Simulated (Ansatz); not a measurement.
System: C4H5N (charge 0, singlet). 
Geometry from a B3LYP-D3(BJ)/def2-TZVP (Ansatz, a program for electronic structure) optimisation:
SMILES: C(CC#N)=C
```xyz
10

C     -2.1869     0.0014    -0.0997
C     -1.0155     0.1347     0.5022
C      0.1869    -0.7208     0.1919
C      1.3507     0.0760    -0.1935
N      2.2591     0.7158    -0.4883
H     -3.0292     0.6267     0.1648
H     -2.3480    -0.7354    -0.8782
H     -0.8741     0.8865     1.2709
H     -0.0398    -1.4231    -0.6129
H      0.4670    -1.3137     1.0688
```

Basis-set convergence of Hartree-Fock and CCSD(T) correlation energies (hartree) with Ansatz. Cores are frozen in the correlated levels unless marked. Spin-orbit coupling is left out. No relativistic terms.

```csv
basis,functions,E(HF),"E(corr, CCSD(T))",rough core time
cc-pVDZ,95,-208.81982,-0.74707,under 20 s
cc-pVTZ,220,___,___,3 min
```

Q: Complete the blanks.

A: 
- cc-pVTZ, E(HF): -208.87516
- cc-pVTZ, E(corr, CCSD(T)): -0.89642
